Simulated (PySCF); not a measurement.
## Spin-rotation constants: SMILES CCO[SiH2][SiH2]Br, C2H9BrOSi2

Geometry (Å), atoms numbered from 1 in this order:
```xyz
15

C    -2.5949   -0.1521    0.1098
C    -1.4348    0.7986   -0.1316
O    -0.2243    0.1057   -0.0362
Si    1.2696    0.6996   -0.2144
Si    2.3994   -1.2538    0.1430
Br    4.5681   -0.7632   -0.0428
H    -2.5818   -0.9503   -0.6280
H    -2.5150   -0.5929    1.1002
H    -3.5351    0.3864    0.0346
H    -1.4436    1.6086    0.6070
H    -1.5114    1.2513   -1.1269
H     1.5450    1.7754    0.7500
H     1.4585    1.3067   -1.5404
H     2.3425   -1.8698    1.4699
H     2.2534   -2.3422   -0.8255
```

Method used: GIAO B3LYP/pcSseg-1 magnetisability, rotational g tensor and spin-rotation constants, non-relativistic, gas phase in PySCF. Geometry: GFN2-xTB.

The calculation is non-relativistic, which matters for the atoms heavier than Zn.

**Question.** Give the nuclear spin-rotation constants along the inertial axes (H = +C I·J) beside the isotropic shieldings.

**Answer.** Rotational constants 6.4400, 0.4385, 0.4164 GHz. A star marks the isotopologue with that one atom substituted, in its own axes.
| atom | isotope | Caa (kHz) | Cbb (kHz) | Ccc (kHz) | mean (kHz) | σ (ppm) |
| --- | --- | --- | --- | --- | --- | --- |
| Br6 | 79Br | 1.974 | 0.196 | 0.076 | 0.749 | 2918.1 |
| H7 | 1H | -0.691 | -0.028 | -0.011 | -0.243 | 30.4 |
| H8 | 1H | -0.691 | -0.028 | -0.011 | -0.243 | 30.4 |
| H9 | 1H | 0.084 | -0.044 | -0.050 | -0.003 | 30.8 |
| H10 | 1H | -0.634 | -0.025 | 0.000 | -0.220 | 28.1 |
| H11 | 1H | -0.634 | -0.025 | 0.000 | -0.220 | 28.1 |
| H12 | 1H | -0.575 | -0.015 | -0.002 | -0.197 | 26.8 |
| H13 | 1H | -0.576 | -0.015 | -0.002 | -0.198 | 26.8 |
| H14 | 1H | -0.609 | -0.015 | 0.001 | -0.208 | 26.5 |
| H15 | 1H | -0.609 | -0.015 | 0.001 | -0.208 | 26.5 |
| C1 | 13C* | 0.914 | 0.063 | 0.072 | 0.350 | 160.8 |
| C2 | 13C* | 1.143 | 0.101 | 0.106 | 0.450 | 115.0 |
| O3 | 17O* | -0.682 | -0.030 | -0.021 | -0.244 | 306.3 |
| Si4 | 29Si* | -3.282 | -0.289 | -0.273 | -1.281 | 369.9 |
| Si5 | 29Si* | -3.474 | -0.275 | -0.253 | -1.334 | 383.8 |

For the geometry as given, no vibrational averaging.

**Question.** How do the rotational constants and the g tensor change when H7, H8, H9, H10, H11, H12, H13, H14, H15 are replaced by deuterium?

**Answer.** Constants 4.7866, 0.3984, 0.3773 GHz; g -0.0403, -0.0049, -0.0051, against -0.0543, -0.0053, -0.0054 before.
